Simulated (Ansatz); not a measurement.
Total energies of C2H5AlFNS (`FC1N[CH2][AlH][S]1`).

```xyz
11

F    -1.4401   -0.4652   -1.4948
C    -0.1146   -0.0093   -1.3655
N     0.0190    0.9545   -0.3564
C    -0.1585    0.5209    1.0244
Al    0.7558   -1.2183    1.0375
S     0.9390   -1.4883   -1.1091
H     0.1394    0.4208   -2.3353
H    -0.4919    1.7948   -0.5961
H    -1.2131    0.4307    1.3225
H     0.3068    1.2464    1.6979
H     1.2581   -2.1869    2.1750
```

The species carries charge 0 and has multiplicity 1. The geometry is a stationary point of PBE0-D4/def2-TZVP. Basis def2-TZVPP, the Gaussian-basis code of Ansatz.

RPA on PBE orbitals: Hartree–Fock energy of these orbitals -872.04429 Eh, correlation -1.67163 Eh (frozen core).

```json
{"functional": "revPBE", "energy without D4 (Eh)": "-874.37812", "D4 term (kJ/mol)": "-87.5"}
{"functional": "PBE-QIDH", "energy without D4 (Eh)": "-873.87091", "D4 term (kJ/mol)": "–"}
```

(1) Give the same for LDA (SPW92), PBE, BLYP, r2SCAN, B97M-V, PBE0, B3LYP, r2SCANh, r2SCAN0, HSE06 (plane-wave form), BHLYP, CAM-B3LYP, LC-ωPBE, ωB97X-V, ωB97M-V, B2PLYP. (Estimate.)

B3LYP takes the VWN-RPA correlation (the form of Gaussian; ORCA's B3LYP/G). HSE06 is the plane-wave form, built on full-range PBE exchange. The double hybrids freeze the cores in their second-order part.

Results:

(1) Ansatz gave: 
| functional | energy without D4 (Eh) | D4 term (kJ/mol) |
| --- | --- | --- |
| LDA (SPW92) | -870.36347 | – |
| PBE | -874.01140 | -28.8 |
| BLYP | -874.51480 | -63.8 |
| r2SCAN | -874.41019 | -6.8 |
| B97M-V | -874.37964 | – |
| PBE0 | -874.07727 | -24.3 |
| B3LYP | -874.61948 | -46.8 |
| r2SCANh | -874.39422 | -7.3 |
| r2SCAN0 | -874.37177 | -8.1 |
| HSE06 (plane-wave form) | -874.05272 | -22.6 |
| BHLYP | -874.45858 | -36.5 |
| CAM-B3LYP | -874.50520 | -24.7 |
| LC-ωPBE | -874.24455 | – |
| ωB97X-V | -874.41048 | – |
| ωB97M-V | -874.46701 | – |
| B2PLYP | -874.16855 | – |

LC-ωPBE has ω = 0.4 bohr⁻¹.
